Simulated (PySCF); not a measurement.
C3H8O2Si, SMILES [Si@@H](OC)(O)C=C.

Geometry optimised at PBE0-D3(BJ)/def2-SVP. The structure was generated by enumeration; whether it is a known compound was not checked. Other conformers were not sampled.

Vertical ionisation energy (IE) and electron affinity (EA) in eV. Rows of orbital energies are one-electron estimates. Where ΔSCF, EOM or ADC give a negative EA the extra electron is unbound and the value depends on the basis.

| level | IE | EA |
|---|---|---|
| −ε(HOMO), −ε(LUMO), r2SCAN/def2-TZVP (PySCF) | 6.88 | 1.40 |
| −ε(HOMO), −ε(LUMO), PBE/def2-TZVP (PySCF) | 6.57 | 1.62 |
